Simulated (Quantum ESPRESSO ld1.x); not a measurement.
Question: The mean radii <r> (bohr) of the occupied orbitals of an atom or ion are listed with their occupations. Method: scalar-relativistic Kohn-Sham, LDA (Slater exchange, Hedin-Lundqvist correlation), spin-unpolarised, spherical densities, point nucleus; computed with ld1.x of Quantum ESPRESSO 7.5.

orbital  occ.      <r>
1s          2  0.01900
2s          2  0.08042
2p          6  0.07175
3s          2   0.2088
3p          6   0.2087
3d         10   0.1890
4s          2   0.4685
4p          6   0.4979
4d         10   0.5354
5s          2    1.134
5p          6    1.339
4f         14   0.6765
5d          2    2.109

Name the element and its charge.

Answer: Z = 72, hafnium, charge +2: Hf2+ in [Xe] 4f14 5d2. The 1s radius gives Z: for a bare nucleus <r> = (2 gamma + 1)/(2Z) with gamma = sqrt(1 - (Z/c)^2), 0.01876 bohr for Z = 72, and screening makes it slightly larger (0.01900 here). The occupations add up to 70, and the charge is Z minus that.
